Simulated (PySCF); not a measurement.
H7NPSi2 (charge -1).
SMILES: `[SiH3][N-][SiH2]P`

Torsions of this conformer, `[SiH3:1][N-:2][SiH2:3][PH2:4]`: Si1–N2–Si3–P4 -32°, H–P4–Si3–N2 -42°, H–P4–Si3–N2 50°.

The closed-shell ground state was solved at several levels (PySCF, density fitting, gas phase, non-relativistic). Isolated species at its GFN2-xTB geometry (one conformer only). No diffuse functions stand in pcSseg-1, which bears on an anion's orbital energies.

| level | basis functions | total energy (Eh) | HOMO (eV) | LUMO (eV) | gap (eV) |
| --- | --- | --- | --- | --- | --- |
| wB97X-D/def2-SVPD | 148 | -979.0109 | -3.35 | 5.69 | 9.04 |
| PBE0/pcSseg-1 | 124 | -978.8762 | -1.48 | 5.03 | 6.51 |

Task: Estimate the row for PBE0/def2-SVPD, a basis of 148 functions; the other rows only guide the guess.

Result: Total energy -978.5964 Eh, HOMO -1.57 eV, LUMO 4.20 eV, gap 5.77 eV.

Task: Over all these levels, which gives the widest orbital gap and which the narrowest?

Result: wB97X-D/def2-SVPD (range-separated hybrid) has the widest, 9.04 eV, and PBE0/def2-SVPD (global hybrid, 25 % exact exchange) the narrowest, 5.77 eV. The two share the basis. From the narrowest to the widest the HOMO moves by -1.78 eV and the LUMO by +1.49 eV.

wB97X-D is run here without its empirical dispersion term; that term would change no orbital, density or response property at a fixed geometry.
